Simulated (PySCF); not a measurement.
C3H7NSi, SMILES NC=C=C[SiH3].

Coordinates come from a r2SCAN-D4/def2-SVP optimisation. The structure was generated by enumeration; whether it is a known compound was not checked. Other conformers were not sampled.

Method: PySCF with SMD-ωB97X/6-31G*.

Solvation free energies are E(SMD) − E(gas) at the gas-phase geometry, for 1 M in both phases. In vacuum the dipole moment is 2.23 D.

Computed solvation free energies in water, chloroform, ethylethanoate:
| solvent | ΔG(solv) (kcal/mol) | its non-electrostatic (CDS) part | dipole (D) |
|---|---|---|---|
| water | -2.1 | 4.4 | 2.78 |
| chloroform | -4.8 | -0.2 | 2.63 |
| ethylethanoate | -4.5 | 0.4 | 2.66 |
